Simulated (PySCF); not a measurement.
Compound: (Br2Al-mu-PH2)2.
Z-matrix (Å and degrees, PBE0-D3(BJ)/def2-SVP geometry), rows numbered from 1:
```
Al
Br  1  2.2620
Br  1  2.2606  2  123.16
P   1  2.4246  2  107.11  3   134.35
Al  4  2.4246  1   93.06  2   104.58
Br  5  2.2632  4  109.28  1  -104.93
Br  5  2.2653  4  110.06  1   115.69
P   1  2.4231  2  108.18  3  -133.30
H   4  1.4140  1  114.11  2   -15.33
H   4  1.4141  1  116.54  2  -135.00
H   8  1.4141  1  114.39  2    15.48
H   8  1.4142  1  116.32  2   134.96
```

Theory: TDDFT CAM-B3LYP/def2-SVPD, vertical, gas phase, core orbitals frozen in the response in PySCF. The CAM-B3LYP/def2-SVPD calculation is non-relativistic and has no spin–orbit coupling, an omission that weighs most on bromine.

Kohn–Sham orbitals with the atoms that hold most of them (Löwdin shares over 4%, at most four atoms; ? is withheld):

```
orbital  ε (eV)                               atoms
 HOMO-3   -9.88  Br7 30%, Br6 30%, Br3 16%, Br2 16%
 HOMO-2   -9.81  Br2 31%, Br3 30%, Br7 17%, Br6 17%
 HOMO-1   -9.55                                   ?
   HOMO       ?    P4 19%, P8 18%, Br2 13%, Br6 12%
   LUMO   -1.02                                   ?
 LUMO+1   -0.28  Al5 23%, Al1 22%, Br6 10%, Br7 10%
 LUMO+2    0.15    P8 19%, P4 19%, Al5 13%, Al1 13%
```

(1) Which atoms hold the HOMO-1, and with what shares?

(2) Which atoms hold the LUMO, and with what shares?

(3) What is the HOMO energy, and the HOMO–LUMO gap?

## Answers

(1) Br6 (bonded to Al) 16%; Br2 (bonded to Al) 16%; Br3 (bonded to Al) 14%; Br7 (bonded to Al) 13%.

(2) P8 (bonded to 2 Al and 2 H) 24%; P4 (bonded to 2 Al and 2 H) 24%; Al1 (bonded to 2 Br and 2 P) 9%; Al5 (bonded to 2 Br and 2 P) 9%. By element: phosphorus 48%, aluminium 18%.

(3) ε(HOMO) = -9.13 eV; the gap is 8.10 eV (0.2978 hartree).

Question: The HOMO–LUMO gap is 8.10 eV. Where does the response calculation put the lowest singlet, and from which orbitals?

Answer: S1 is at 4.89 eV (f = 0.0000), 3.22 eV below the gap, made of HOMO→LUMO (92%). Without the coupling terms of the response equations the lowest excitation would equal the gap.

Question: One configuration dominates each of S1, S2, S3 and S4. Which, and how do the shares of the two leading atoms of either orbital change from the occupied to the empty one?

Answer: 
- S1 (4.89 eV, f 0.0000), HOMO→LUMO (92%): P4 19% → 24%, P8 18% → 24%
- S2 (5.48 eV, f 0.0003), HOMO-1→LUMO (88%): Br6 16% → at most 10%, Br2 16% → at most 10%, P8 at most 14% → 24%, P4 at most 14% → 24%
- S3 (6.08 eV, f 0.0000), HOMO→LUMO+1 (77%): P4 19% → at most 10%, P8 18% → at most 10%, Al5 at most 13% → 23%, Al1 at most 13% → 22%
- S4 (6.24 eV, f 0.046), HOMO-2→LUMO (93%): Br2 31% → at most 10%, Br3 30% → at most 10%, P8 at most 5% → 24%, P4 at most 5% → 24%

Time: 30 min of wall time (with the writing of density and orbital grids); peak memory 1.9 GiB. Hardware: one thread of an Intel Xeon at 2.50 GHz, no GPU (shared host).

One conformer stands for the species.
